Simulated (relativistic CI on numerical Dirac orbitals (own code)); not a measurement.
One change at a time: Ir

Base calculation: Dirac-Coulomb-Breit CI, orbitals from a KLI potential per configuration, model QED (radiative potential, 1s self-energy scaled to tabulated hydrogen-like ionisation energies), valence Slater integrals scaled by 0.85, P86 correlation energy added to each configuration.

Configuration list (outside the closed core [Xe] 4f14): 5d7.6s2, 5d8.6s, 5d7.6s.6p, 5d9, 5d6.6s2.6p, 5d8.6p, 5d7.6s.6d, 5d8.6d, 5d8.7s, 5d8.7p, 5d7.6s.7s, 5d7.6s.7p, 5d7.6s.8s, 5d7.6s.8p, 5d7.6s.5f, 5d7.6s.7d, 5d7.6s.9s, 5d7.6s.9p, 5d7.6s.6f, 5d7.6s.8d, 5d7.6s.5g, 5d7.6s.9d, 5d6.6s2.8s, 5d6.6s2.8p, 5d6.6s2.5f, 5d6.6s2.7d, 5d6.6s2.9s, 5d6.6s2.9p, 5d6.6s2.6f, 5d6.6s2.8d, 5d6.6s2.5g, 5d6.6s2.9d, 5d6.6s2.7s, 5d7.6p2, 5d6.6p3. Double excitations out of closed p, d and f shells are left out; levels of such configurations are missing from the list, as are those of other unlisted configurations, and high levels can miss mixing partners. These lack a partner that the ground configuration has and come out too high: 5d6.6s2.8s, 5d6.6s2.8p, 5d6.6s2.5f, 5d6.6s2.7d, 5d6.6s2.9s.

The lowest level and the first level of each name with at least 55 % of one term (blank where a level has no safe partner in the second run):

| Level | Base (cm⁻¹) | Shift (cm⁻¹) |
| --- | --- | --- |
| 5d7.6s2 4F_9/2 | 0.0 | 0.0 |
| 5d8.6s 4F_9/2 | 747.1 | +888.8 |
| 5d8.6s 4F_7/2 | 4303.9 | +1129.8 |
| 5d7.6s2 4F_7/2 | 6509.7 | -100.6 |
| 5d8.6s 4F_5/2 | 8396.9 | +860.4 |
| 5d7.6s2 4F_3/2 | 11052.7 | +417.2 |
| 5d8.6s 2F_7/2 | 11151.1 | +1882.2 |
| 5d8.6s 4P_3/2 | 15172.1 | +1905.1 |
| 5d8.6s 4P_1/2 | 15884.2 | +2762.5 |
| 5d7.6s2 2H_11/2 | 19330.3 | +2203.8 |
| 5d7.6s.6p 6D°_9/2 | 19494.1 | -2109.5 |
| 5d7.6s2 4P_1/2 | 20581.7 | +1684.2 |
| 5d7.6s.6p 6F°_11/2 | 21589.6 | -1655.6 |
| 5d8.6s 2G_9/2 | 22260.1 | +3127.6 |
| 5d8.6s 2G_7/2 | 25500.0 | +3639.6 |
| 5d7.6s.6p 6G°_13/2 | 25550.9 | -830.6 |
| 5d7.6s.6p 6D°_3/2 | 31721.2 |  |
| 5d7.6s2 2F_5/2 | 31853.9 |  |

For a near-neutral ion this model can misplace configurations by up to about 10,000 cm⁻¹ (more where the count of f electrons changes) and terms by 10 to 25 % of their spread. Rates follow the energies as ν³ (E1, M1) or ν⁵ (E2), so they and the lifetimes can be off by large factors. The fine structure of a lone outer electron comes out too small, for d and f at times inverted, and misplaced configurations move strength between like terms. 9 of the 40 excited levels that our extract of the measured tables holds in this range could be paired (the sources list more); they are missed by 1531 cm⁻¹ on average and 3822 at most, and levels without a partner can miss by more. Some levels of the ground configuration have no partner and can miss by 10 % or more.

**Question.** One thing was changed in a second run, which moved the levels as shown. Which?
A. configuration mixing switched off
B. Breit term removed
C. no correlation estimate
D. Slater integrals left unscaled
E. QED terms removed

**Answer.** D. Slater integrals left unscaled. Scaling acts on the splittings between terms and on the mixing, and leaves the fine structure of pure LS terms nearly alone; in jj coupling it moves the levels of one term differently.

LS names give the leading component of a level, which can be under half, so a name can repeat, a term be missing and a line seem to break the LS rules.
